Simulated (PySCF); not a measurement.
Cl₂H₄OSi₂.

```xyz
9

Si     1.4265     0.6412     0.6697
Cl     2.0913    -0.4669    -0.9537
O      0.0000     0.0000     1.2128
Si    -1.4265    -0.6412     0.6697
Cl    -2.0913     0.4669    -0.9537
H      1.2286     2.0400     0.2250
H      2.4204     0.5317     1.7601
H     -2.4204    -0.5317     1.7601
H     -1.2286    -2.0400     0.2250
```
Charge 0, spin multiplicity 1.

The structure is a stationary point at B3LYP-D3(BJ)/def2-SVP. One conformer was computed; it need not be the lowest.

These are PBE/pcSseg-1 (PySCF) values and carry that method's errors. Non-relativistic, no solvent.

Give the absolute GIAO shielding of each atom: isotropic value and principal components (ppm). (The exact figures need the calculation; the answer reports its results.)


```
atom  σ(iso)    σ11    σ22    σ33   span
----  ------  -----  -----  -----  -----
Si1    347.9  323.4  347.1  373.1   49.6
Cl2    866.9  683.4  920.1  997.2  313.7
O3     231.8  183.1  234.9  277.2   94.1
Si4    347.9  323.4  347.1  373.1   49.6
Cl5    866.9  683.4  920.1  997.2  313.7
H6      25.4   21.9   23.7   30.5    8.5
H7      25.6   21.5   23.8   31.4    9.9
H8      25.6   21.5   23.8   31.4    9.9
H9      25.4   21.9   23.7   30.5    8.5
```
